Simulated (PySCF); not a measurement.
An unknown gives this computed stick spectrum. Theory: TDDFT CAM-B3LYP/def2-SVPD, vertical, gas phase, core orbitals frozen in the response (PySCF 2.14.0, density-fitted response routines). Geometries: GFN2-xTB, one conformer each.

| state | E (eV) | f | main configurations (H = HOMO, L = LUMO) |
| --- | --- | --- | --- |
| S1 | 3.55 | 0.0019 | H→L (77%), H→L+1 (17%) |
| S2 | 5.09 | 0.0050 | H-1→L (45%), H-1→L+1 (41%) |
| S3 | 5.78 | 0.029 | H→L+1 (74%), H→L (16%) |
| S4 | 6.73 | 0.0070 | H→L+3 (29%), H→L+4 (20%), H→L+2 (18%) |
| S5 | 6.84 | 0.083 | H-1→L+1 (37%), H-1→L (32%), H→L+3 (12%) |
| S6 | 6.94 | 0.044 | H→L+4 (52%), H→L+2 (30%) |
| S7 | 7.25 | 0.102 | H→L+3 (27%), H→L+2 (20%), H→L+5 (11%) |
| S8 | 7.47 | 0.054 | H-1→L+2 (58%) |

Triplets computed (Tamm–Dancoff): 2.91, 4.45, 5.48 eV.

Orbital energies (eV): HOMO-3 -11.85, HOMO-2 -11.36, HOMO-1 -9.75, HOMO -8.52, LUMO -0.38, LUMO+1 0.25, LUMO+2 0.76.

Task: Which candidate is it?
A. `CC(=O)[SiH2]C(=O)O`
B. `[SiH3]OC1=CC=C[SiH2]1`
C. `C#C[Si@@](F)(CC)[SiH2]O`
D. `C#C[C@@](F)(CC)[SiH2]O`

Result: A. Its S1, at 3.55 eV, is the lowest among the candidates; the nearest of the others has S1 at 3.96 eV. S1 is HOMO→LUMO (77%), HOMO→LUMO+1 (17%). Löwdin shares by element: HOMO oxygen 52% or more, carbon 28% or more, silicon 12%; LUMO carbon 37% or more, oxygen 23% or more, silicon 14% (atoms not listed hold the other 27%). At the same level the other candidates give, for their lowest levels:
- `C#C[C@@](F)(CC)[SiH2]O`: 5.78 eV (f 0.007); 6.60 eV (f 0.002); 6.95 eV (f 0.019); 7.21 eV (f 0.000); 7.47 eV (f 0.014); T1 5.20 eV; HOMO -8.98, LUMO 0.60 eV
- `C#C[Si@@](F)(CC)[SiH2]O`: 5.41 eV (f 0.009); 6.07 eV (f 0.006); 6.17 eV (f 0.001); 6.43 eV (f 0.001); 7.00 eV (f 0.073); T1 4.88 eV; HOMO -9.08, LUMO -0.25 eV
- `[SiH3]OC1=CC=C[SiH2]1`: 3.96 eV (f 0.092); 5.21 eV (f 0.001); 5.52 eV (f 0.000); 5.77 eV (f 0.000); 6.28 eV (f 0.000); T1 2.39 eV; HOMO -7.32, LUMO -0.22 eV

Conformer computed: `[CH3:1][C:2](=[O:3])[SiH2:4][C:5](=[O:6])[OH:7]`: C1–C2–Si4–C5 -58°, C2–Si4–C5–O6 39°, H–O7–C5–Si4 180°.
